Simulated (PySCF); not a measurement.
# M06-2X on Co (cobalt, neutral)

Configuration: [Ar] 3d7 4s2, high-spin 4F determinant. All numbers are calculated (PySCF 2.14, the non-relativistic Hamiltonian (point nucleus), in def2-SVP (5s3p2d1f, 31 functions)).

```
Total energy                                     : -1382.498 hartree
One-electron energy                              : -1913.186 hartree
Hartree (Coulomb) energy                         : 589.935 hartree
Exchange-correlation energy                      : -59.246 hartree
Kinetic energy                                   : 1380.48954 hartree
⟨S²⟩                                             : 3.7537
⟨L²⟩                                             : 12.002
Sum of ⟨r⟩                                       : 21.81 bohr
Sum of ⟨r²⟩                                      : 38.38 bohr²
Density at the nucleus (Gaussians lack the cusp) : 12600 bohr⁻³
Spin density at the nucleus                      : 0.0539 bohr⁻³
Langevin diamagnetic susceptibility              : -30.4 ×10⁻⁶ cm³/mol
Time after the integrals                         : 0.8 s of wall time on 1 thread of Intel(R) Xeon(R) Platinum 8375C CPU @ 2.90GHz (shared host)
```

| shell | electrons | mean orbital energy (eV) | spread (eV) | rms radius, mean of both spins (bohr) |
| --- | --- | --- | --- | --- |
| 1s α | 1 | -7606.0 | 0 | 0.0659 |
| 1s β | 1 | -7606.0 | 0 | 0.0659 |
| 2s α | 1 | -913.90 | 0 | 0.280 |
| 2s β | 1 | -911.72 | 0 | 0.280 |
| 2p α | 3 | -795.44 | 0 | 0.250 |
| 2p β | 3 | -793.58 | 0 | 0.250 |
| 3s α | 1 | -112.01 | 0 | 0.842 |
| 3s β | 1 | -108.02 | 0 | 0.842 |
| 3p α | 3 | -75.766 | 0 | 0.895 |
| 3p β | 3 | -70.573 | 0.002 | 0.895 |
| 3d α | 5 | -14.886 | 0.839 | 1.15 |
| 3d β | 2 | -11.679 | 0.001 | 1.15 |
| 4s α | 1 | -6.350 | 0 | 3.34 |
| 4s β | 1 | -6.221 | 0 | 3.34 |
